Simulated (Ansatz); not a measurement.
Program: Ansatz. Geometries: PBE0-D4/def2-TZVP. ΔE: electronic, gas phase. CCSD(T)/CBS adds triple-zeta CCSD(T) − MP2 to the extrapolated MP2 energy (def2 sets, frozen cores). DFT in def2-TZVPP. B3LYP here is the variant with VWN-RPA as its local correlation; programs differ in this. HSE06 is defined as in plane-wave codes. For Ga, Ge outer-core shells are correlated without core-valence functions, which leaves a few kJ/mol of doubt a bond. Scalar relativity is left out up to krypton. One conformer a species, not always the lowest.

`[GeH3][SiH2][SiH2][SiH2][GeH3]` + `[NH2][GaH2]` → `[GaH2][NH][SiH2][SiH2][GeH3]` + `[SiH3][GeH3]`  (cleavage of the Si–Si bond)

| level | ΔE (kJ/mol) | difference from CCSD(T)/CBS |
| --- | --- | --- |
| PBE-D4 | -20.3 | 15.5 |
| revPBE-D4 | -22.8 | 13.0 |
| BLYP-D4 | -33.7 | 2.1 |
| r2SCAN-D4 | -31.5 | 4.3 |
| B97M-V | -30.1 | 5.7 |
| PBE0-D4 | -24.8 | 11.0 |
| B3LYP-D4 | -36.0 | -0.2 |
| r2SCANh-D4 | -32.2 | 3.6 |
| r2SCAN0-D4 | -33.4 | 2.4 |
| HSE06-D4 | -24.5 | 11.3 |
| BHLYP-D4 | -43.8 | -8.0 |
| CAM-B3LYP-D4 | -38.7 | -2.9 |
| ωB97X-V | -33.2 | 2.6 |
| ωB97M-V | -39.4 | -3.6 |
| B2PLYP | -36.4 | -0.6 |
| PBE | -17.9 | 17.9 |
| revPBE | -12.2 | 23.6 |
| BLYP | -27.0 | 8.8 |
| r2SCAN | -31.7 | 4.1 |
| PBE0 | -23.4 | 12.4 |
| B3LYP | -31.8 | 4.0 |
| r2SCANh | -32.4 | 3.4 |
| r2SCAN0 | -33.6 | 2.2 |
| BHLYP | -39.9 | -4.1 |
| CAM-B3LYP | -37.7 | -1.9 |
| LC-ωPBE | -28.7 | 7.1 |
| RPA@PBE/def2-TZVPP | -38.7 | -2.9 |
| HF/def2-SVP | -38.6 | -2.8 |
| MP2/def2-SVP | -32.1 | 3.7 |
| CCSD/def2-SVP | -30.3 | 5.5 |
| CCSD(T)/def2-SVP | -29.6 | 6.2 |
| HF/def2-TZVPP | -44.1 | -8.3 |
| MP2/def2-TZVPP | -41.5 | -5.7 |
| SCS-MP2/def2-TZVPP | -44.0 | -8.2 |
| CCSD/def2-TZVPP | -38.8 | -3.0 |
| CCSD(T)/def2-TZVPP | -37.9 | -2.1 |
| HF/def2-QZVPP | -45.1 | -9.3 |
| SCS-MP2/def2-QZVPP | -42.9 | -7.1 |
| HF/CBS(def2) | -45.2 | -9.4 |
| CCSD/CBS(def2) | -36.7 | -0.9 |
| CCSD(T)/CBS | -35.8 | 0 |

Largest T1 diagnostic among the species: 0.014.

From PBE to PBE0 (25 % exact exchange), in def2-TZVPP and without D4, ΔE moves by −5.5 kJ/mol. The D4 term adds −4.2 kJ/mol with B3LYP and −1.4 kJ/mol with PBE0; it sums over pairs of atoms, weighted by their polarisabilities, and B3LYP, whose exchange is more repulsive, gets the larger term. At CCSD(T), def2-SVP lies +6.2 kJ/mol from the extrapolated value and def2-TZVPP −2.1 kJ/mol.
